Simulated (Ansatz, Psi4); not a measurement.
Psi4 was given this input:
```
memory 2 GB

molecule {
0 1
  F     1.91144099   -0.24336418   -1.23186550
  Si    1.11552550   -0.05340670    0.12300950
  F     1.76075357    1.23559388    0.77677538
  F     1.61318454   -1.24527155    1.03791126
  Si   -1.11552550    0.05340670   -0.12300950
  F    -1.61318454    1.24527155   -1.03791126
  F    -1.76075357   -1.23559388   -0.77677538
  F    -1.91144099    0.24336418    1.23186550
}

set basis sto-3g
set scf_type pk
set puream true
set d_convergence 1e-8
set dft_radial_points 99
set dft_spherical_points 590

energy('b3lyp5')
print_variables()
```

Problem. Write the same job for Ansatz (an electronic-structure program).

Solution. One answer among several that fit: 
Ansatz 0.2 input:
```yaml
crystal:
  periodic: [false, false, false]
  atoms:
    - {symbol: F, position_ang: [1.91144099, -0.24336418, -1.23186550]}
    - {symbol: Si, position_ang: [1.11552550, -0.05340670, 0.12300950]}
    - {symbol: F, position_ang: [1.76075357, 1.23559388, 0.77677538]}
    - {symbol: F, position_ang: [1.61318454, -1.24527155, 1.03791126]}
    - {symbol: Si, position_ang: [-1.11552550, 0.05340670, -0.12300950]}
    - {symbol: F, position_ang: [-1.61318454, 1.24527155, -1.03791126]}
    - {symbol: F, position_ang: [-1.76075357, -1.23559388, -0.77677538]}
    - {symbol: F, position_ang: [-1.91144099, 0.24336418, 1.23186550]}
basis:
  gaussian:
    orbitals: STO-3G
hamiltonian:
  xc: b3lyp5
accuracy: high
```

Both were run: Psi4 gave -1162.374092 Eh and Ansatz -1162.374094 Eh, 0.002 mEh apart.
